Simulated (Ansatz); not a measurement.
Reaction (cleavage of the Ga–Si bond): `O[SiH2][GaH][SiH3]` + H–F → `[F][GaH][SiH3]` + silanol

Calculated with Ansatz (gas phase, PBE0-D4/def2-TZVP geometries, no zero-point term in ΔE). CBS: MP2 limit from def2 TZ/QZ plus the TZ coupled-cluster correction, frozen cores. This one scheme is used for every species. DFT in def2-TZVPP. B3LYP here is the variant with VWN-RPA as its local correlation; programs differ in this. For Ga outer-core shells are correlated without core-valence functions, which leaves a few kJ/mol of doubt a bond. Scalar relativity is left out up to krypton. Each species was taken in one conformer, which may not be the lowest.

| level | ΔE (kJ/mol) | difference from CCSD(T)/CBS |
| --- | --- | --- |
| PBE-D4 | -79.2 | 9.5 |
| B3LYP-D4 | -96.2 | -7.5 |
| ωB97X-V | -101.6 | -12.9 |
| B2PLYP | -105.9 | -17.2 |
| PBE | -85.4 | 3.3 |
| PBE0 | -85.5 | 3.2 |
| B3LYP | -106.2 | -17.5 |
| HF/def2-TZVPP | -124.3 | -35.6 |
| SCS-MP2/def2-TZVPP | -106.2 | -17.5 |
| CCSD(T)/def2-TZVPP | -93.7 | -5.0 |
| HF/def2-QZVPP | -126.7 | -38.0 |
| MP2/def2-QZVPP | -95.8 | -7.1 |
| SCS-MP2/def2-QZVPP | -104.6 | -15.9 |
| HF/CBS(def2) | -127.0 | -38.3 |
| MP2/CBS(def2) | -92.8 | -4.1 |
| CCSD/CBS(def2) | -91.5 | -2.8 |
| CCSD(T)/CBS | -88.7 | 0 |

Largest T1 diagnostic among the species: 0.014.

The D4 term adds +10.0 kJ/mol with B3LYP and +5.8 kJ/mol with PBE0; it sums over pairs of atoms, weighted by their polarisabilities, and B3LYP, whose exchange is more repulsive, gets the larger term. In def2-TZVPP, CCSD(T) changes the Hartree–Fock value by +30.6 kJ/mol (the triples alone add +2.8 kJ/mol) and MP2 by +26.5 kJ/mol.
